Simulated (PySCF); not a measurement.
PySCF input file for CH7ClN2Si2, SMILES N[Si@]1(Cl)NC[SiH2]1, SMD-ωB97X/6-31G*. The structure is a stationary point at B3LYP-D3(BJ)/def2-SVP. The structure was generated by enumeration; whether it is a known compound was not checked. Other conformers were not sampled.

```python
import numpy as np
from pyscf import gto, scf, dft
from pyscf.solvent import smd

mol = gto.M(
    atom='''
    N     1.95194881    0.78176412   -0.80430758
    Si    0.50082078    0.19387039   -0.10687743
    Cl    0.71258285    0.74090150    1.91634987
    N     0.20080165   -1.47286955   -0.45638630
    C    -1.23760642   -1.67082795   -0.71915279
    Si   -1.72339487    0.20056959   -0.83697850
    H     2.47511257    1.54145914   -0.38336708
    H     2.15119692    0.65984138   -1.79154670
    H     0.78987229   -2.28960698   -0.31305850
    H    -1.42259870   -2.23139884   -1.65309115
    H    -1.76833074   -2.19264805    0.09886904
    H    -2.02586286    0.62972524   -2.23539070
    H    -2.84087566    0.62784848    0.05339400
    ''',
    basis='6-31G*',
    charge=0,
    spin=0,
    max_memory=1600,
    verbose=3,
)
mf = dft.RKS(mol, xc='wb97x').density_fit(auxbasis='def2-universal-jkfit')
mf.grids.level = 3
mf.conv_tol = 1e-9
mf.max_cycle = 100
mf.kernel()
res = {}
for name in ['water', 'toluene', 'chlorobenzene']:
    s = mf.SMD()
    s.with_solvent.solvent, s.with_solvent.sasa_ng = name, 194
    s.kernel(mf.make_rdm1())
    res[name] = (s.e_tot, s.with_solvent.get_cds(), s.dip_moment(), s.mo_energy, s.converged)
    print(f'SMD {name}: dG(solv) = {(s.e_tot - mf.e_tot) * 627.509474:.3f} kcal/mol, of which CDS {res[name][1] * 627.509474:.3f}')
```

Log of the run:

```
converged SCF energy = -1190.97947450177
converged SCF energy = -1190.98380019452
Dipole moment(X, Y, Z, Debye):  0.69220, -0.83483, -3.36297
SMD water: dG(solv) = -2.714 kcal/mol, of which CDS 4.139
converged SCF energy = -1190.98557682238
Dipole moment(X, Y, Z, Debye):  0.61332, -0.72296, -2.99709
SMD toluene: dG(solv) = -3.829 kcal/mol, of which CDS -0.598
converged SCF energy = -1190.98810727461
Dipole moment(X, Y, Z, Debye):  0.65572, -0.78819, -3.19411
SMD chlorobenzene: dG(solv) = -5.417 kcal/mol, of which CDS -0.206
```

Self-consistency was reached.
